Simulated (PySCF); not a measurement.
BeHI, SMILES [I][BeH]. Atoms are numbered in the order given.

```xyz
3

Be     0.0000     0.0000    -1.9613
H      0.0000     0.0000    -3.2897
I      0.0000     0.0000     0.2101
```
Charge 0, spin multiplicity 1.

Geometry optimised at r2SCAN-D4/def2-TZVPD. The def2 effective core potentials stand for the cores of I; spin–orbit coupling is left out.

Computed with r2SCAN-D4/def2-TZVPD run with PySCF.

Frequencies are harmonic and unscaled.

Modes within 1.5 cm⁻¹ of each other (mostly degenerate sets) share a row, with their intensities summed.

| mode | ν (cm⁻¹) | IR (km/mol) | Raman (Å⁴/amu) | depolarisation | moving atoms (share of kinetic energy) |
|---|---|---|---|---|---|
| 1–2 | 491 | 245.0 | 1.3 | 0.75 | H 77 %, Be 22 % |
| 3 | 603 | 58.4 | 40.2 | 0.06 | Be 82 %, H 11 % |
| 4 | 2170 | 188.0 | 174.3 | 0.13 | H 88 %, Be 12 % |
